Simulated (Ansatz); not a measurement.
System: sum formula H₄BSiO₂, net charge 0, doublet state. It need not be the lowest isomer of its formula. 
Structure (B3LYP-D3(BJ)/def2-TZVP (Ansatz, a first-principles code) minimum search):
```
B
O 1 1.3613
H 2 0.9666 1 112.77
O 1 1.3713 2 118.21 3 -0.59
H 4 0.9609 1 115.14 2 179.01
Si 1 2.0101 2 118.17 3 -177.74
H 6 1.4805 1 118.06 2 -28.12
H 6 1.4861 7 110.77 1 136.28
```
Charge 0, spin multiplicity 2.

Basis-set convergence of Hartree-Fock and CCSD(T) correlation energies (hartree) with Ansatz. Correlated levels leave the core frozen unless marked. Open shells are spin-unrestricted. No spin-orbit coupling. Non-relativistic.

```csv
basis,functions,E(HF),"E(corr, CCSD(T))"
aug-cc-pV(D+d)Z,137,-465.76840,-0.62457
aug-cc-pV(T+d)Z,285,-465.82638,-0.75133
aug-cc-pV(Q+d)Z,513,-465.84109,-0.79226
```

Extrapolating the two largest sets (X = 3 and 4) as X^-3: E(corr) = (64·(-0.79226) - 27·(-0.75133))/37 = -0.8221 Eh, an estimate of the basis-set limit. The largest set recovers 96.4 % of it, the smallest 76.0 %.
